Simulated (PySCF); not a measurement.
C7H6O2.
Cartesian coordinates in Å at the GFN2-xTB level; atoms count from 1:
```xyz
15
C7H6O2 angstrom
C      3.1192    0.4020    0.2268
C      1.7355    0.0130    0.0789
C      0.5962   -0.3348   -0.0503
C     -0.7990   -0.7176   -0.1887
C     -1.6480    0.3399   -0.8313
C     -2.5721    0.7105    0.0438
O     -2.5006    0.0352    1.2383
C     -1.4690   -0.8454    1.1856
O     -1.1847   -1.5752    2.0850
H      3.6848    0.1187   -0.6606
H      3.1905    1.4802    0.3664
H      3.5482   -0.0967    1.0951
H     -0.8530   -1.6800   -0.7114
H     -1.4921    0.7218   -1.8192
H     -3.3605    1.4363   -0.0229
```

NICS is the negative of the GIAO shielding at a point without a nucleus: at the ring centre (0) and 1 Å above and below it (1); zz is the component along the ring normal. Level: GIAO PBE0/pcSseg-1 (PySCF, non-relativistic, gas phase) on the GFN2-xTB geometry, one conformer.

Ring bond lengths (Å), with Mayer bond orders in brackets: C4–C5 1.501 (1.03), C5–C6 1.326 (1.82), C6–O7 1.374 (0.97), O7–C8 1.357 (1.02), C8–C4 1.534 (0.96).

Problem. Give the NICS values of each ring in ppm.

Solution. 
```json
{"ring": "C4–C5–C6–O7–C8", "type": "5-membered ring with O; formal bonds 1 double, 4 single", "NICS(0)": "-2.3", "NICS(1), two faces": "-3.0 / -2.5", "NICS(1)zz, two faces": "-4.3 / -2.7", "rms pucker (Å)": "0.00", "centre to ring atoms, mean (Å)": "1.21"}
```

Problem. What can be read from them?

Solution. 
- C4–C5–C6–O7–C8: mean NICS(1)zz -3.5 ppm, shielded. C4 has four or more neighbours, so the value isn't read as a sign of a π ring current.

Problem. At the first NICS(1) probe listed for ring C4–C5–C6–O7–C8, 1 Å off the ring, what do the in-plane components average?

Solution. The isotropic value is a third of the trace: (3 × -3.0 − (-4.3))/2 = -2.4 ppm.

On one thread, Arm Neoverse V1 (aarch64), no GPU, shared host with 32 logical CPUs at a one-minute load of 13, this took 32 s wall (grids of density and orbitals included) and 0.82 GiB of memory at its peak. This is the whole shielding run at PBE0/pcSseg-1, SCF included.
